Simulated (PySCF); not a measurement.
# Computed properties of CH4N2S, SMILES NC(N)=S

thiourea (CH4N2S), SMILES NC(N)=S. Geometry optimised at B3LYP-D3(BJ)/def2-SVP. One conformer was computed; it need not be the lowest. All values are computed for the isolated molecule unless a solvent is named; none is compared with measurement here.

**Structure.** The optimised structure has C2 symmetry. All 18 harmonic modes at B3LYP-D3(BJ)/def2-SVP (PySCF) are real, so it is a minimum. With heavy atoms numbered as in [NH2:1][C:2]([NH2:3])=[S:4], the shortest bond between them is N1–C2 at 1.365 Å and the longest C2–S4 at 1.668 Å.

**Vibrations.** The strongest infrared lines (harmonic, unscaled, degenerate partners summed) lie at 363 cm⁻¹ (330 km/mol, H 84 %, N 14 %), 1599 cm⁻¹ (264 km/mol, H 64 %, N 23 %, C 13 %), 1411 cm⁻¹ (219 km/mol, C 55 %, H 32 %, N 11 %). The softest mode is at 305 cm⁻¹ and the zero-point energy is 38.2 kcal/mol.

**Electronic structure.** ωB97X/def2-TZVPD (PySCF) places the frontier levels at -8.46 and 1.57 eV, a gap of 10.03 eV, and gives a dipole moment of 5.15 D and a mean polarisability of 57.0 bohr³. PBE/def2-TZVPD (PySCF) at the same geometry gives -4.94 and -1.33 eV, so its gap is 6.42 eV narrower. An orbital gap is neither the optical nor the fundamental gap.

**Excitations.** TDA-CAM-B3LYP/def2-SVPD (PySCF) has S1 at 4.04 eV (307 nm, f = 0.000, dark); the most intense of the 10 singlets computed lies at 5.42 eV (f = 0.27). T1 (TDA) is at 3.67 eV, 0.37 eV under S1. TDA-PBE/def2-SVPD (PySCF) puts S1 at 3.74 eV. No vertical singlet excitation falls in the visible range (under 3.1 eV).

**NMR.** GIAO shifts at HF/pcSseg-1 (PySCF) (non-relativistic, atoms alike by connectivity averaged): ¹³C at 216.5 ppm against TMS; ¹H at 5.1 ppm against TMS.

**Solvation.** SMD-ωB97X/def2-SVP (PySCF) gives -11.6 kcal/mol in water, -11.5 kcal/mol in tetrahydrofuran, -10.5 kcal/mol in chloroform (1 M in both phases, gas-phase geometry); of these solvents water holds the molecule best.
